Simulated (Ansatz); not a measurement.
Compare A (`CB[SiH](C)Cl`) with its isomer B (`BCC[SiH2]Cl`).

Gas-phase electronic energies from Ansatz, PBE0-D4/def2-TZVP geometries. CBS: MP2 limit from def2 TZ/QZ plus the TZ coupled-cluster correction, frozen cores. DFT in def2-TZVPP. B3LYP here is the variant with VWN-RPA as its local correlation; programs differ in this. One conformer a species, not always the lowest.

(1) Which is lower in electronic energy at CCSD(T)/CBS, and by how much? (Best estimate.)

(2) Give E(B) − E(A) in kJ/mol with BLYP-D4, CCSD(T)/def2-SVP, CCSD(T)/def2-TZVPP, B3LYP-D4, CCSD/def2-TZVPP, MP2/def2-TZVPP, B3LYP. (Best estimate.)

(3) Does the order hold for the free energy at 298.15 K (harmonic terms from PBE0-D4)? (Estimate.)

Largest T1 diagnostic: 0.010.

Results:

(1) Ansatz gave: A, by 41.5 kJ/mol.

(2) Computed: BLYP-D4 47.6, CCSD(T)/def2-SVP 34.1, CCSD(T)/def2-TZVPP 41.0, B3LYP-D4 45.5, CCSD/def2-TZVPP 40.1, MP2/def2-TZVPP 37.2, B3LYP 45.8. None reverses the order clearly.

(3) Ansatz gave: Yes: G(B) − G(A) = +38.7 kJ/mol, for one conformer each. Modes under 60 cm⁻¹, often nearly free rotors, make the harmonic entropy too high.

From r2SCAN to r2SCAN0 (25 % exact exchange), in def2-TZVPP and without D4, E(B) − E(A) moves by −3.1 kJ/mol. In def2-TZVPP, CCSD(T) changes the Hartree–Fock value by +7.3 kJ/mol (the triples alone add +0.8 kJ/mol) and MP2 by +3.6 kJ/mol.
